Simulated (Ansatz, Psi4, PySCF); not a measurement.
C$_{3}$H$_{10}$OSi, triplet, at the geometry of the source list (a higher spin typed on purpose: for a closed-shell molecule this is an excited state) (in this run its highest filled SCF level lies above zero, so its values depend strongly on the basis, on diffuse functions most of all). Base run: CCSD(T)/STO-3G (PySCF).

Here is a job for PySCF.
```python
from pyscf import gto, scf, cc

mol = gto.M(
    atom='''
C    -0.235800    1.252900   -1.287700
Si   -0.182500    0.083400    0.219000
C    -0.982800   -1.592900   -0.170400
C     1.627500   -0.118800    0.787700
O    -1.110300    0.667100    1.437700
H     0.320500    0.851600   -2.127900
H     0.187200    2.226500   -1.054300
H    -1.257900    1.412600   -1.619100
H    -0.969100   -2.240400    0.700200
H    -0.464700   -2.105300   -0.974200
H    -2.018600   -1.467900   -0.468700
H     2.244300   -0.564600    0.014800
H     2.074900    0.837000    1.048100
H     1.690000   -0.757400    1.664200
H    -0.922700    1.516300    1.830600
''',
    basis='sto-3g',
    charge=0,
    spin=2,
    verbose=4,
)

mf = scf.UHF(mol)
mf.kernel()

mycc = cc.CCSD(mf)
mycc.kernel()
et = mycc.ccsd_t()
print('E(CCSD(T)) = %.10f' % (mycc.e_tot + et))
```

The same geometry, method and basis name were run in Ansatz (a quantum-chemistry and plane-wave program) and Psi4 and PySCF, at each program's defaults and at the settings that a row names. The base is PySCF at its defaults. Differences at the defaults can come from grids, fitting, cores and function types together.

```json
[
 {"code and settings": "PySCF, defaults (exact integrals, spherical functions, all electrons correlated)", "ΔE vs base (µEh)": "0.0", "basis functions": "39", "E (Eh)": "-477.50756", "SCF cycles": "17"},
 {"code and settings": "Psi4, defaults (exact integrals, spherical functions, all electrons correlated)", "ΔE vs base (µEh)": "0.0", "basis functions": "39", "E (Eh)": "-477.50756", "SCF cycles": "21"},
 {"code and settings": "Ansatz, defaults (factorised integrals, spherical functions, frozen core)", "ΔE vs base (µEh)": "4698", "basis functions": "39", "E (Eh)": "-477.50286", "SCF cycles": "-"},
 {"code and settings": "PySCF, frozen core", "ΔE vs base (µEh)": "4668", "basis functions": "39", "E (Eh)": "-477.50289", "SCF cycles": "17"},
 {"code and settings": "Psi4, exact integrals, spherical functions, frozen core", "ΔE vs base (µEh)": "4668", "basis functions": "39", "E (Eh)": "-477.50289", "SCF cycles": "21"},
 {"code and settings": "Ansatz, high accuracy, frozen core", "ΔE vs base (µEh)": "4668", "basis functions": "39", "E (Eh)": "-477.50289", "SCF cycles": "-"}
]
```

Open shells are given as the SCF converged; they aren't shown to be the lowest states, and a large step between rows can be another state.
